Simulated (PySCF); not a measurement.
**Working out the excitation energy of Br²⁺**

Br²⁺ [Ar] 3d10 4s2 4p3 (4S) → Br²⁺ [Ar] 3d10 4s2 4p2 5s1 (4P). Calculation: PySCF 2.14, in aug-cc-pVDZ-DK; the spin-free X2C one-electron Hamiltonian (Gaussian nucleus). Frozen: [Ar] 3d10. Energies in hartree (1 hartree = 27.21139 eV):

```json
{"part": "UHF", "Br²⁺ (lower)": "-2603.161868", "Br²⁺ (upper)": "-2602.491032"}
{"part": "CCSD correlation", "Br²⁺ (lower)": "-0.071594", "Br²⁺ (upper)": "-0.075037"}
{"part": "(T)", "Br²⁺ (lower)": "-0.000644", "Br²⁺ (upper)": "-0.001067"}
```

What does Hartree-Fock give?

(-2602.491032) − (-2603.161868) = 0.670836 hartree = 18.254 eV.

What do CCSD and CCSD(T) give?

The CCSD correlation energies differ by -0.003443 hartree = -0.094 eV and the triples by -0.000423 hartree = -0.012 eV, so CCSD gives 18.160 eV and CCSD(T) 18.148 eV.

A double-zeta basis recovers only part of the correlation energy.

The coupled-cluster amplitudes are large, so a single reference is strained.
